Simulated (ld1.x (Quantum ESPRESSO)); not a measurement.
Transferability test, ultrasoft potential for P

- Element: phosphorus
- Generator: ld1.x (Quantum ESPRESSO) 7.5
- Type: ultrasoft
- Functional: LDA (PZ)
- Relativity: fully relativistic
- Frozen core: [Ne]
- Valence charge: 5
- Reference configuration: 3s2 3p2 (charge +1)
- Partial waves: 3s (bound): rcut 1.45, rcutus 1.60 bohr; 3s channel at 0.05 Ry: rcut 1.45, rcutus 1.60 bohr; 3p (bound): rcut 1.40, rcutus 1.85 bohr; 3p channel at -0.45 Ry: rcut 1.40, rcutus 1.85 bohr
- Local potential: all-electron potential smoothed inside 1.60 bohr (lloc = -2)
- Core correction: a·sin(br)/r model core inside 1.05 bohr
- Augmentation charge: PSQ, inside the norm-conserving radii

Open shells are filled in proportion to 2j + 1 (rel_dist='average').

Energies are relative to the spin-unpolarised reference configuration 3s2 3p2; without spin polarisation the order of configurations can differ from experiment. The frozen-core shift is the all-electron ΔE with the core orbitals held at their reference shape minus the fully relaxed ΔE.

(1) Give the all-electron excitation energy and the error of the potential for: 3s2 3p3; 3s2 3p1; 3s2 3p0; 3s1 3p4; 3s1 3p3; 3s2 3p3.3; 3s2 3p2.5.

Levels in the configuration 3s2 3p2.5:

| level | all-electron (eV) | pseudo (eV) |
| --- | --- | --- |
| 3s j=1/2 | -18.470 | -18.470 |
| 3p j=1/2 | -9.796 | -9.796 |
| 3p j=3/2 | -9.734 | -9.735 |

Results:

(1)

| valence configuration | charge | ΔE all-electron (eV) | error AE − PS (meV) | frozen-core shift (meV) |
| --- | --- | --- | --- | --- |
| 3s2 3p3 | 0 | -9.821 | +0.8 | +1.1 |
| 3s2 3p1 | +2 | 19.250 | +2.7 | +5.1 |
| 3s2 3p0 | +3 | 49.144 | +18 | +36 |
| 3s1 3p4 | 0 | -1.325 | +0.9 | +0.4 |
| 3s1 3p3 | +1 | 9.072 | -1.5 | +0.5 |
| 3s2 3p3.3 | -0.3 | -11.157 | +1.0 | +1.4 |
| 3s2 3p2.5 | +0.5 | -6.000 | +0.3 | +0.4 |
